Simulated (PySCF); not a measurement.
## Calculated data, AlH3O2Si, H3OSi2, H4O2Si2

Calculation on a computer-drawn molecule: the log of a Hartree-Fock and frozen-core CCSD(T) single point meant for a local Hartree-Fock minimum, with one planted fault or none, to be diagnosed. Offsets are logged minus clean, where the clean run is the same molecule without the fault. The reference is restricted for singlets and unrestricted otherwise, and also for a bond in bohr or an excited solution. Adding or removing an electron swaps singlet and doublet. The excited solution moves the top pair (singlet) or top alpha electron (doublet) to the lowest empty orbital. Highest occupied and lowest empty are orbital energies over both spins, largest force is the largest gradient component, triples share is (T) over the correlation energy, the T1 limit is 0.02 restricted and 0.045 unrestricted, electrons count all cores, a negative frequency is imaginary (commonest isotopes), and the dipole is about the centre of nuclear charge. Program: PySCF 2.14.0.

Common to all runs: meant charge 0; meant basis cc-pV(D+d)Z; logged SCF converged yes; logged CC converged yes; logged SCF stable within its kind yes; possible faults no fault, one electron removed, one electron added, multiplicity raised by two, geometry at a saddle point, SCF held on an excited solution, minimal basis STO-3G, one bond length entered in bohr, all coordinates scaled.

(1) 
```xyz
7
formula=AlH3O2Si meant_multiplicity=1 logged_electrons=46 logged_basis_functions=89 logged_spin_squared=0 logged_highest_occupied=-12.292 logged_lowest_empty=1.3333 logged_largest_force=0.13739 logged_T1_diagnostic=0.0156 logged_D1_diagnostic=0.048158 logged_triples_share=0.021641 logged_dipole_magnitude=4.0847 logged_energy_HF=-682.37458 logged_energy_CCSD(T)=-682.92045 planted_fault=all_coordinates_scaled,by_-7.4_% HF_energy_offset_from_clean_run=36.2 CCSD(T)_energy_offset_from_clean_run=46.5
O     -3.5270     1.0011     1.2638
Si    -2.6462     1.4751     0.3080
O     -1.1778     1.3266     0.3010
Al     0.2837     0.9165     0.7521
H     -3.0103     2.1674    -0.7977
H      1.0157     1.8643     1.5724
H      0.7964    -0.3526     0.2688
```

Units: logged_highest_occupied, logged_lowest_empty in eV; logged_largest_force in hartree/bohr; logged_dipole_magnitude in debye; logged_energy_HF, logged_energy_CCSD(T) in hartree; HF_energy_offset_from_clean_run, CCSD(T)_energy_offset_from_clean_run in kcal/mol.

Drawn bonds:
```csv
atom,other atom,order
1,2,2
2,3,1
3,4,1
2,5,1
4,6,1
4,7,1
```

(2) 
```xyz
7
formula=AlH3O2Si meant_multiplicity=1 logged_electrons=45 logged_basis_functions=89 logged_spin_squared=0.7562 logged_highest_occupied=-15.785 logged_lowest_empty=-6.601 logged_largest_force=0.1383 logged_T1_diagnostic=0.019849 logged_D1_diagnostic=0.080376 logged_triples_share=0.022157 logged_dipole_magnitude=3.395 logged_energy_HF=-682.10803 logged_energy_CCSD(T)=-682.61503 planted_fault=one_electron_removed HF_energy_offset_from_clean_run=203.5 CCSD(T)_energy_offset_from_clean_run=238.2
O     -3.8088     1.0811     1.3648
Si    -2.8577     1.5930     0.3327
O     -1.2719     1.4326     0.3250
Al     0.3064     0.9897     0.8122
H     -3.2509     2.3406    -0.8614
H      1.0968     2.0133     1.6981
H      0.8601    -0.3807     0.2903
```

Units: logged_highest_occupied, logged_lowest_empty in eV; logged_largest_force in hartree/bohr; logged_dipole_magnitude in debye; logged_energy_HF, logged_energy_CCSD(T) in hartree; HF_energy_offset_from_clean_run, CCSD(T)_energy_offset_from_clean_run in kcal/mol.

Drawn bonds:
```csv
atom,other atom,order
1,2,2
2,3,1
3,4,1
2,5,1
4,6,1
4,7,1
```

(3) 
```xyz
7
formula=AlH3O2Si meant_multiplicity=1 logged_electrons=47 logged_basis_functions=89 logged_spin_squared=0.767 logged_highest_occupied=0.33053 logged_lowest_empty=6.7126 logged_largest_force=0.061598 logged_T1_diagnostic=0.019392 logged_D1_diagnostic=0.063167 logged_triples_share=0.026588 logged_dipole_magnitude=6.7821 logged_energy_HF=-682.40469 logged_energy_CCSD(T)=-682.9797 planted_fault=one_electron_added HF_energy_offset_from_clean_run=17.31 CCSD(T)_energy_offset_from_clean_run=9.317
O     -3.8088     1.0811     1.3648
Si    -2.8577     1.5930     0.3327
O     -1.2719     1.4326     0.3250
Al     0.3064     0.9897     0.8122
H     -3.2509     2.3406    -0.8614
H      1.0968     2.0133     1.6981
H      0.8601    -0.3807     0.2903
```

Units: logged_highest_occupied, logged_lowest_empty in eV; logged_largest_force in hartree/bohr; logged_dipole_magnitude in debye; logged_energy_HF, logged_energy_CCSD(T) in hartree; HF_energy_offset_from_clean_run, CCSD(T)_energy_offset_from_clean_run in kcal/mol.

Drawn bonds:
```csv
atom,other atom,order
1,2,2
2,3,1
3,4,1
2,5,1
4,6,1
4,7,1
```

Notes: highest electron not bound in this basis.

(4) 
```xyz
6
formula=H3OSi2 meant_multiplicity=2 logged_electrons=39 logged_basis_functions=75 logged_spin_squared=0.7766 logged_highest_occupied=-8.9152 logged_lowest_empty=-0.039342 logged_largest_force=5.488e-05 logged_lowest_frequency=-338.69 logged_T1_diagnostic=0.02334 logged_D1_diagnostic=0.083489 logged_triples_share=0.032426 logged_dipole_magnitude=4.4564 logged_energy_HF=-654.43017 logged_energy_CCSD(T)=-654.84103 planted_fault=geometry_at_a_saddle_point HF_energy_offset_from_clean_run=1.164 CCSD(T)_energy_offset_from_clean_run=0.4444
O      1.9766     1.3228     0.0000
Si     1.1646     0.0584     0.0000
Si    -1.1106    -0.0014     0.0000
H      1.7353    -1.3039     0.0000
H     -1.8272    -1.2871     0.0000
H     -1.9387     1.2112     0.0000
```

Units: logged_highest_occupied, logged_lowest_empty in eV; logged_largest_force in hartree/bohr; logged_lowest_frequency in cm⁻¹; logged_dipole_magnitude in debye; logged_energy_HF, logged_energy_CCSD(T) in hartree; HF_energy_offset_from_clean_run, CCSD(T)_energy_offset_from_clean_run in kcal/mol.

Drawn bonds:
```csv
atom,other atom,order
1,2,2
2,3,1
2,4,1
3,5,1
3,6,1
```

(5) 
```xyz
8
formula=H4O2Si2 meant_multiplicity=1 logged_electrons=48 logged_basis_functions=94 logged_spin_squared=0 logged_highest_occupied=-10.856 logged_lowest_empty=1.1033 logged_largest_force=3.815e-05 logged_lowest_frequency=65.787 logged_T1_diagnostic=0.020131 logged_D1_diagnostic=0.072869 logged_triples_share=0.027909 logged_dipole_magnitude=3.5171 logged_energy_HF=-729.95764 logged_energy_CCSD(T)=-730.57331 planted_fault=no_fault HF_energy_offset_from_clean_run=0 CCSD(T)_energy_offset_from_clean_run=0
O     -2.5522     0.0078    -0.8101
Si    -2.0616     0.6284     0.4717
Si    -0.4126    -0.6383     1.5915
O     -0.2294    -1.9431     0.6091
H     -2.5604     1.9213     0.9967
H      0.8455     0.1241     1.7235
H     -0.8674    -1.0330     2.9401
H     -0.7648    -1.9718    -0.1746
```

Units: logged_highest_occupied, logged_lowest_empty in eV; logged_largest_force in hartree/bohr; logged_lowest_frequency in cm⁻¹; logged_dipole_magnitude in debye; logged_energy_HF, logged_energy_CCSD(T) in hartree; HF_energy_offset_from_clean_run, CCSD(T)_energy_offset_from_clean_run in kcal/mol.

Drawn bonds:
```csv
atom,other atom,order
1,2,2
2,3,1
3,4,1
2,5,1
3,6,1
3,7,1
4,8,1
```

Notes: T1 above single-reference limit.
